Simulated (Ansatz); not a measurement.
Mulliken charges of BrClFHSn, SMILES `[F][SnH]([Cl])[Br]` from r2SCAN/def2-TZVPP in Ansatz (PBE0-D4/def2-TZVP geometry).

| atom | x (Å) | y (Å) | z (Å) | charge (e) |
| --- | --- | --- | --- | --- |
| F1 | -1.717 | -0.763 | -0.190 | -0.451 |
| Sn2 | 0.061 | -0.088 | -0.150 | 1.137 |
| Cl3 | 0.995 | -0.977 | 1.749 | -0.333 |
| Br4 | -0.145 | 2.329 | 0.110 | -0.287 |
| H5 | 0.856 | -0.575 | -1.561 | -0.066 |

Problem. By hand: the dipole of these point charges (1 e Å = 4.8032 D).

Solution. Σ q r = (0.498, -0.061, -0.596) e Å, of length 0.779 e Å = 3.74 D.

Problem. How does the dipole of the full density compare? (Estimate.)

Solution. Computed: (0.357, 0.031, -0.338) e Å, 2.37 D; the point charges give 1.58 times that, at 10° from its direction.

Point charges leave out the atoms' own dipoles, such as those of lone pairs, and Mulliken's split depends on the basis, so the two needn't agree.
